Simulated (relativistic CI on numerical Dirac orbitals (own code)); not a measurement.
## Ru6+ (4d2) in a crystal field

Calculated by Dirac-Coulomb-Breit CI, KLI orbitals optimised for each configuration, a model potential for QED, one configuration in a parametric crystal field, unscaled Slater integrals (own radial code). With so little scaling, terms lie 10 to 35 % too far apart, which can change the order of excited levels.

Field parameters in Wybourne normalisation: Oh B⁴₀ = 21Dq, B⁴₄ = √(5/14) B⁴₀. The field is a parameter set, without covalency.

S is read from ⟨S²⟩ = S(S + 1).

Levels (cm⁻¹, degeneracy): 0 (2), 83 (3), 2083 (3), 2956 (1), 16276 (3), 16537 (2), 35801 (1), 40665 (1), 41105 (3), 41813 (3), 41854 (2), 53602 (1).

(1) Which field gives this pattern?
A. Oh, 10Dq = 42600 cm⁻¹
B. Oh, 10Dq = 28950 cm⁻¹
C. Oh, 10Dq = 8500 cm⁻¹
D. Oh, 10Dq = 15350 cm⁻¹

## Answers

(1) A. Oh, 10Dq = 42600 cm⁻¹, ground level with S = 1.00.
